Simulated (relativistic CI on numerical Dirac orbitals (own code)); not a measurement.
# Ag²⁺: M2,3 absorption edge

Computed with this model: Dirac-Coulomb-Breit CI, orbitals from a KLI potential per configuration, model QED, valence Slater integrals scaled by 0.8, multiplet model of core-to-valence dipole absorption; configurations [Kr] 4d9 → [Ne] 3s2 3p5 3d10 4s2 4p6 4d10; 300 K; Lorentzian 1.2 eV and Gaussian 0.4 eV FWHM. Energies are those of the free ion, without screening or charge transfer. The branching ratio is the share of the lower-energy edge in the whole absorption, uncertain by about 0.02 where the edges overlap. S is read from ⟨S²⟩ = S(S + 1).

Field parameters in Wybourne normalisation: D4h B²₀ = −7Ds, B⁴₀ = 21(Dq − Dt), B⁴₄ = 21√(5/14) Dq; Oh B⁴₀ = 21Dq, B⁴₄ = √(5/14) B⁴₀; Td as Oh with Dq negative (B⁴₀ = 21Dq, B⁴₄ = √(5/14) B⁴₀). The field is a parameter set, without covalency.

Peaks in eV (height, largest 100): 572.8 (100), 604.0 (21).

Task: Which surroundings give this spectrum?
A. Oh, 10Dq = 28350 cm⁻¹
B. Td, 10Dq = -7000 cm⁻¹
C. D4h, 10Dq = 10500, Ds = 2610, Dt = 150 cm⁻¹
D. D4h, 10Dq = 26900, Ds = 2670, Dt = 1180 cm⁻¹

Result: C. D4h, 10Dq = 10500, Ds = 2610, Dt = 150 cm⁻¹, where the ground state has S = 0.50.
